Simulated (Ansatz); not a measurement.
Tuning the range parameter of LC-ωPBE so that −HOMO meets the ionisation energy; basis def2-SVP, Ansatz. System: Al₅As₄H₁₆⁻, a cluster cut from zinc blende AlAs (hydrogen-capped). Charge -1, multiplicity 1. Geometry: PBE-D4/def2-SVP. The ionised state is a doublet.

Geometry of the singlet:

```xyz
25

As    0.7975    0.4714    2.0030
As    2.1050   -0.3381   -1.4732
As   -1.5509   -2.0440    0.3785
As   -1.2417    1.4350   -1.1264
Al   -0.4623   -1.5908    2.6304
Al    2.9848    0.0300    0.8827
Al   -0.5616    2.3971    1.1042
Al    0.5662    1.1650   -2.8271
Al   -2.8858   -0.4434   -1.0763
H     1.2536    0.9783    3.3747
H     1.4981   -1.7407   -1.5058
H     3.3055   -0.6747   -2.3596
H    -2.3799   -3.3211    0.5262
H    -0.4790   -2.6657   -0.5166
H    -2.0795    2.5570   -1.7475
H     0.5028   -2.8399    2.9618
H    -1.6921   -1.2692    3.6220
H     3.6711   -1.3474    1.3657
H     3.8902    1.3598    0.7788
H     0.4098    3.6620    0.8612
H    -1.8757    2.5905    2.0195
H     1.4052    2.5251   -3.0389
H     0.0896    0.3309   -4.1228
H    -4.1893   -0.0821   -0.1992
H    -3.0817   -1.1450   -2.5154
```

```csv
ω (1/bohr),HOMO (eV),LUMO (eV),vertical IE (eV),HOMO + IE (eV)
0.1,-4.54,2.38,5.14,0.60
0.15,-5.09,2.85,5.35,0.27
0.3,-6.23,3.59,5.91,-0.32
```

Estimate the row for 0.2 bohr⁻¹.


```json
{"ω (1/bohr)": "0.2", "HOMO (eV)": "-5.54", "LUMO (eV)": "3.19", "vertical IE (eV)": "5.59", "HOMO + IE (eV)": "0.05"}
```

Where does the tuning condition hold?

Near ω = 0.21 bohr⁻¹, by linear interpolation.
